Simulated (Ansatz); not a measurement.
All numbers were calculated with Ansatz.

Basis-set series for `C[CH2][GeH]([CH2]C)[CH2]C`. The species carries charge 0 and has multiplicity 1. All single points use the PBE0-D4/def2-TZVP geometry. It is one conformer, not always the lowest.

Z-matrix (Å, degrees):
```
C
C 1 1.523
H 1 1.094 2 111.6
H 1 1.094 2 111.6 3 119.9
H 1 1.094 2 111.8 3 -120.1
Ge 2 1.967 1 113.0 3 -59.9
H 2 1.094 1 110.7 3 61.4
H 2 1.094 1 110.7 3 178.7
C 6 1.965 2 109.9 1 60.8
C 6 1.965 2 109.9 1 -60.9
H 6 1.551 2 108.7 1 180.0
C 9 1.523 6 113.5 2 56.4
H 9 1.095 6 107.8 2 -66.4
H 9 1.094 6 107.8 2 179.3
C 10 1.523 6 113.5 2 -56.4
H 10 1.095 6 107.9 2 66.4
H 10 1.094 6 107.8 2 -179.3
H 12 1.094 9 111.5 6 59.0
H 12 1.094 9 111.8 6 179.2
H 12 1.093 9 111.6 6 -60.7
H 15 1.094 10 111.8 6 -179.2
H 15 1.094 10 111.6 6 60.7
H 15 1.094 10 111.5 6 -59.1
```

```
functional       basis  functions  energy (Eh)  HOMO (eV)  LUMO (eV)
   PBE0-D4  def2-TZVPP        458  -2314.82972      -7.59       0.93
   PBE0-D4  def2-QZVPP        911  -2314.88791      -7.59       0.57
   ωB97M-V  def2-TZVPP        458  -2315.10466      -9.78       2.36
   ωB97M-V  def2-QZVPP        911  -2315.16170      -9.78       1.76
```

Problem. Give the rows for def2-SVP. (Best estimate.)

Solution. The calculation gave: 
| functional | basis | functions | energy (Eh) | HOMO (eV) | LUMO (eV) |
| --- | --- | --- | --- | --- | --- |
| PBE0-D4 | def2-SVP | 196 | -2314.31004 | -7.59 | 1.44 |
| ωB97M-V | def2-SVP | 196 | -2314.56753 | -9.78 | 3.05 |

Positive LUMOs are unbound and depend on the basis. Scalar relativity is left out up to krypton.
